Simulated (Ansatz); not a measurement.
(BeO)n off: binding per atom (eV) at several levels, gas phase, relaxed structures; Ansatz. Clusters are the lowest isomers that short searches found in that spin, judged at the geometry's level. Binding counts from free atoms in the multiplicity of their measured ground term, without zero-point energy. Singlets are spin-restricted. The structures are stationary points that may keep the symmetry of their start. Remarks come from the PBE and PBE0 runs and from stability tests at other levels; not every state was tested.

| species | state | geometry | PBE-D4/def2-SVP | PBE-D4/def2-TZVP | r2SCAN-D4/def2-TZVP | PBE0-D4/def2-SVP | PBE0-D4/def2-TZVP |
| --- | --- | --- | --- | --- | --- | --- | --- |
| Be2O3 (with an O–O bond) | singlet | PBE-D4/def2-TZVP | 4.03 | 4.08 | 3.93 | 3.71 | 3.80 |
| Be4O3 | singlet | PBE0-D4/def2-SVP | 4.62 | 4.62 | 4.57 | 4.42 | 4.45 |

(1) Estimate the rows for Be7O8 (with an O–O bond) (singlet, PBE-D4/def2-SVP geometry).

(1) 
| species | state | geometry | PBE-D4/def2-SVP | PBE-D4/def2-TZVP | r2SCAN-D4/def2-TZVP | PBE0-D4/def2-SVP | PBE0-D4/def2-TZVP | remarks |
| --- | --- | --- | --- | --- | --- | --- | --- | --- |
| Be7O8 (with an O–O bond) | singlet | PBE-D4/def2-SVP | 5.16 | 5.13 | 5.06 | 4.93 | 4.93 | restricted SCF unstable in HF |
